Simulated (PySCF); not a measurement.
# M06-2X on Ga+ (gallium, charge +1)

Configuration: [Ar] 3d10 4s2, closed-shell 1S. Calculation: PySCF 2.14, in cc-pVTZ-PP with ECP10MDF (5s4p3d1f, 39 functions); scalar relativity through the core potential.

```
Total energy                : -259.3658 hartree
One-electron energy         : -456.8427 hartree
Hartree (Coulomb) energy    : 220.2688 hartree
Exchange-correlation energy : -22.7919 hartree
⟨S²⟩                        : 0.0000
⟨L²⟩                        : 0.000
Sum of ⟨r⟩                  : 17.95 bohr
Sum of ⟨r²⟩                 : 24.46 bohr²
Time after the integrals    : 0.84 s of wall time on 1 thread of Neoverse-N1 (shared host)
```

```csv
shell,electrons,mean orbital energy (eV),"rms radius, mean of both spins (bohr)"
3s,2,-169.47,0.703
3p,6,-118.68,0.741
3d,10,-34.897,0.893
4s,2,-17.409,2.47
```

Energies and moments cover only the electrons outside the core potential.
